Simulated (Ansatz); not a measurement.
Species: sum formula BOCl2, charge 0, multiplicity 2. It need not be the lowest isomer of its formula. 
Structure (B3LYP-D3(BJ)/def2-TZVP (Ansatz, a first-principles code) minimum search):
```xyz
4

B     -0.3263    -0.1169    -0.1195
Cl     0.1564     1.5204    -0.5290
Cl     0.6475    -1.2323     0.8233
O     -1.5044    -0.5390    -0.5508
```
Charge 0, spin multiplicity 2.

Wanted: atomisation energy (electronic, to ground-state atoms), in kJ/mol. Correlated levels leave the core frozen unless marked. UHF or UKS for open shells. No spin-orbit coupling. No relativistic terms. The coupled-cluster limit lacks core correlation, which all-electron functionals hold. CBS(X,Y): correlation extrapolated as X^-3; Hartree-Fock from the larger set (for Q and 5 zeta extrapolated as (X+1)exp(-9√X)).

| level | program | atomisation energy (kJ/mol) |
|---|---|---|
| HF/6-31G* | Ansatz | 1051.4 |
| HF/aug-cc-pV(T+d)Z | Ansatz | 1051.6 |
| HF/cc-pwCVTZ | Ansatz | 1055.5 |
| SVWN5/def2-TZVPD | Ansatz | 1725.3 |
| BLYP-D4/def2-TZVPD | Ansatz + dftd4 | 1451.6 |
| revPBE-D3(BJ)/def2-TZVPD | Ansatz + dftd3 | 1457.5 |
| r2SCAN-D3(BJ)/def2-TZVPD | Ansatz + dftd3 | 1482.7 |

Question: Predict the CCSD(T)/CBS(cc-pV(Q+d)Z,cc-pV(5+d)Z) result (Ansatz).

Answer: 1420.1 kJ/mol, so r2SCAN-D3(BJ)/def2-TZVPD differs from it by 62.6 kJ/mol.
